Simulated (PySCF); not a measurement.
How methods differ on the excitation energy of Ru²⁺

Ru²⁺ [Kr] 4d6 (5D) → Ru²⁺ [Kr] 4d5 5s1 (7S), as a difference of total energies. Computed with PySCF 2.14 in ANO-RCC-VTZP (7s6p4d2f1g, 68 functions), with scalar relativity by spin-free X2C-1e. Correlated levels: valence and next inner shell: [Ar] 3d10 frozen. The calculations carry no spin-orbit coupling.

| method | excitation energy (eV) |
| --- | --- |
| UHF | 2.766 |
| MP2 (valence and next inner shell) | 3.118 |
| SCS-MP2 (valence and next inner shell) | 3.500 |
| CCSD (valence and next inner shell) | 3.210 |
| CCSD(T) (valence and next inner shell) | 3.211 |

How much does correlation contribute at CCSD(T) (valence and next inner shell)?

3.211 − (2.766) = 0.445 eV, measured against UHF.

A first-order spin-orbit estimate (lowest level to lowest level, LS coupling) adds 0.142 eV.

The basis was made for the ground configuration and has no added diffuse functions, so the excitation energy can come out too high.
